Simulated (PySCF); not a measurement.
GeHI, SMILES [GeH][I] (connectivity only; charge and spin as stated), neutral, multiplicity 1. Atoms are numbered in the order given.

```xyz
3

Ge     0.0507     1.5802     0.0000
H     -1.5605     1.6798     0.0000
I     -0.0011    -0.9858     0.0000
```
Charge 0, spin multiplicity 1.

Coordinates come from a PBE-D3(BJ)/def2-TZVP optimisation. The def2 effective core potentials stand for the cores of I; spin–orbit coupling is left out.

The numbers are results of ωB97X/def2-TZVPD (PySCF), not measurements.

Mulliken values depend strongly on the basis, most of all with diffuse functions as here. ESP charges are fitted to the potential on shells at 1.4 to 2.0 van der Waals radii. Atomic charges (e):

```tsv
atom	Mulliken	ESP fit
Ge1	0.18	0.19
H2	-0.02	-0.04
I3	-0.16	-0.15
```
